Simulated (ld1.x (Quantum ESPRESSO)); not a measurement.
Before and after: RRKJ potential for Co

Co (Z = 27), norm-conserving RRKJ (Kleinman–Bylander form), made with ld1.x (Quantum ESPRESSO) 7.5 (LDA (PZ), non-relativistic). Core [Ne], reference 3s2 3p6 3d8 4s1 4p0. Waves: 3s (bound): rc 1.10 bohr; 3d (bound): rc 1.75 bohr; 3p (bound): rc 1.00 bohr. Local part: the p channel. Core correction: none.

Occupied shells without a wave of their own: 4s. They enter only through the test configuration that unscreens the potential.

Change: wave 3p (bound): rc 1.00 bohr becomes 3p (bound): rc 1.48 bohr.

Cutoffs: the cutoffs (Ry, on a coarse ladder) from which the occupation-weighted sum of valence levels, in a spherical-Bessel basis at the reference potential, stays within 10 and 1 mRy of its value at 400 Ry; they do not see the model core or the augmentation charge, which bear on the density cutoff. Errors are all-electron minus pseudo energies relative to the spin-unpolarised reference configuration.

Task: Predict the effect on cutoff, ghosts and configuration errors.

Result: The potential gets softer (110 Ry and 160 Ry → 90 Ry and 140 Ry); of the 9 tests that both files solve, the error grows in 1 and shrinks in 5 by more than 15 % and 0.3 meV (median size 148.4 → 131.4 meV); neither file shows a bound ghost. A larger radius leaves more room for a smooth pseudo-wave, so fewer plane waves are needed.

| quantity | base | changed |
| --- | --- | --- |
| cutoff, loose | 110 Ry | 90 Ry |
| cutoff, tight | 160 Ry | 140 Ry |
| bound ghosts | none | none |
| largest miss of a reference level, eV | 0.13 | 0.06 |
| error for 3s2 3p6 3d7 4s2 4p0, meV [ΔE 1.58 eV] | +222 | +131 |
| error for 3s2 3p6 3d7 4s1 4p0, meV [ΔE 10.72 eV] | +17 | +18 |
| error for 3s2 3p6 3d7 4s0 4p0, meV [ΔE 27.56 eV] | -311 | -169 |
| error for 3s2 3p6 3d6 4s0 4p0, meV [ΔE 63.98 eV] | -286 | -102 |
| error for 3s2 3p6 3d7 4s1.5 4p0, meV [ΔE 5.24 eV] | +133 | +82 |
| error for 3s2 3p6 3d7 4s0 4p2, meV [ΔE 10.41 eV] | -148 | -161 |
| error for 3s1 3p6 3d7 4s2 4p0, meV [ΔE 109.08 eV] | -141 | -303 |
| error for 3s2 3p6 3d8 4s1 4p0 (spin-polarised), meV [ΔE -1.14 eV] | +48 | +42 |
| error for 3s2 3p6 3d7 4s2 4p0 (spin-polarised), meV [ΔE -0.42 eV] | +327 | +231 |
| s: phases at 1.91 bohr within 0.05 rad from the reference energy up to (Ry; the scan ends near 5) | -0.1 | 0.3 |
| p: phases at 1.91 bohr within 0.05 rad from the reference energy up to (Ry; the scan ends near 5) | to the end of the scan | to the end of the scan |
| d: phases at 1.91 bohr within 0.05 rad from the reference energy up to (Ry; the scan ends near 5) | 1.8 | 1.8 |

Base: The 4s level has no wave, so the channel is fitted at the deeper level alone: the likely source of the large errors. Changed file: The 4s level has no wave, so the channel is fitted at the deeper level alone: the likely source of the large errors.
